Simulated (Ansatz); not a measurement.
Born–Oppenheimer molecular dynamics of C$_{2}$H$_{8}$BFOSi (14 atoms, charge 0, multiplicity 1). It starts from a relaxed structure.

Level of theory: Ansatz, RKS PBE0/6-31G.

```yaml
ensemble: NVT, Nosé–Hoover chain
time_step: 0.5 fs
steps_asked: 150
set_temperature: 200 K
thermostat: time constant 20 fs, chain length 3
seed: 52495
```

First frame:

```xyz
14
Properties=species:S:1:pos:R:3
C -0.009 -0.270 2.245
B 0.474 0.163 0.823
O 1.802 0.339 0.491
Si -0.737 0.539 -0.762
C -0.177 -0.335 -2.350
F -2.324 0.003 -0.381
H -0.755 0.437 2.631
H -0.531 -1.236 2.181
H 0.793 -0.365 2.989
H 2.477 0.198 1.179
H -0.874 2.023 -1.019
H -0.176 -1.421 -2.220
H 0.846 -0.016 -2.582
H -0.824 -0.088 -3.197
```

(1) How far do the bonds stretch over the last three quarters of this one trajectory? (Pairs bonded in most of those frames.)

## Answers

(1) 
```
   bond  mean (Å)  spread (Å)  shortest  longest
  C1–B2     1.567       0.006      1.56     1.58
  C1–H7     1.097       0.018      1.06     1.13
  C1–H8     1.103       0.028      1.06     1.15
  C1–H9     1.099       0.007      1.09     1.11
  B2–O3     1.383       0.006      1.38     1.39
 B2–Si4     2.017       0.031      1.99     2.08
 O3–H10     0.975       0.012      0.96     0.99
 Si4–C5     1.904       0.033      1.85     1.95
 Si4–F6     1.720       0.019      1.69     1.77
Si4–H11     1.517       0.026      1.48     1.55
 C5–H12     1.097       0.036      1.04     1.15
 C5–H13     1.097       0.020      1.06     1.14
 C5–H14     1.094       0.012      1.07     1.12
```

Mean temperature of the second half: 200 K. The conserved energy stayed within 0.17 meV per atom of its start (net change 0.14 meV per atom), so the integration is sound. A run of 0.075 ps of so small a system gives no equilibrium averages. Limits of this set-up: no polarisation functions.

Run time: 4.9 min on 1 thread of AMD EPYC 9R45 (Zen 5), with other jobs on the host, peak memory 0.26 GiB.
